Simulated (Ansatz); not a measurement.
Cost and result up the ladder for GaCl2(SiH3) (GaSiH3Cl2) (7 atoms). Charge 0, multiplicity 1. Geometry: PBE-D4/def2-SVP.

| atom | x (Å) | y (Å) | z (Å) |
| --- | --- | --- | --- |
| Ga1 | -0.498 | -0.940 | 0.643 |
| Cl2 | 0.600 | -2.733 | 1.171 |
| Cl3 | -2.542 | -0.943 | 1.363 |
| Si4 | 0.460 | 0.872 | -0.610 |
| H5 | -0.620 | 1.569 | -1.387 |
| H6 | 1.512 | 0.337 | -1.539 |
| H7 | 1.088 | 1.837 | 0.358 |

Ansatz on 4 threads of Arm Neoverse V1 on a shared host. Times are rough, and most runs start from the orbitals of an earlier one. PBE0-D4/def2-TZVP serves as the yardstick here, not as an exact answer. Differences are given only for rows in sets of like size (and for xTB, whose basis is part of the method), since another set adds its own error. Binding counts from free atoms at the same level (Ga doublet, Cl doublet, Si triplet, H doublet; other spins of the atoms weren't run), without zero-point energy or a counterpoise term.

B3LYP takes the VWN-RPA correlation. Correlated methods freeze 24 core orbitals; core or outer-core shells of Ga are correlated, in sets that lack core-valence functions.

Correlated methods converge slowly with the basis.

| level | functions | binding energy per atom (eV) | difference from PBE0-D4/def2-TZVP (eV) |
| --- | --- | --- | --- |
| B97M-V/def2-TZVP | 177 | 2.90 | 0.06 |
| MP2/def2-TZVP | 177 | 2.81 | -0.04 |
| B3LYP-D4/def2-TZVP | 177 | 2.82 | -0.03 |
| HF/def2-TZVP | 177 | 2.19 | -0.65 |
| LDA (SPW92)/def2-TZVP | 177 | 3.19 | 0.35 |
| PBE-D4/def2-SVP | 101 | 2.86 | – |
| CCSD(T)/def2-TZVPP | 216 | 2.81 | -0.04 |
| PBE-D4/def2-TZVP | 177 | 2.85 | 0.01 |
| PBE0-D4/def2-TZVP | 177 | 2.84 | 0.00 |
| BHLYP-D4/def2-TZVP | 177 | 2.80 | -0.05 |
| r2SCAN-D4/def2-TZVP (with forces) | 177 | 2.89 | 0.05 |
| BLYP-D4/def2-TZVP | 177 | 2.78 | -0.06 |
| PBE0-D4/def2-SVP | 101 | 2.84 | – |

(1) Estimate how long each takes.

Answers

(1) LDA (SPW92)/def2-TZVP 0.85 s; PBE-D4/def2-SVP 0.9 s; PBE0-D4/def2-SVP 1.4 s; PBE-D4/def2-TZVP 1.4 s; HF/def2-TZVP 1.6 s; BLYP-D4/def2-TZVP 1.6 s; MP2/def2-TZVP 2 s; B3LYP-D4/def2-TZVP 2.2 s; PBE0-D4/def2-TZVP 2.2 s; BHLYP-D4/def2-TZVP 2.9 s; r2SCAN-D4/def2-TZVP (with forces) 3.9 s; B97M-V/def2-TZVP 6 s; CCSD(T)/def2-TZVPP 95 s. On shared hardware such times vary by a factor of up to 3.
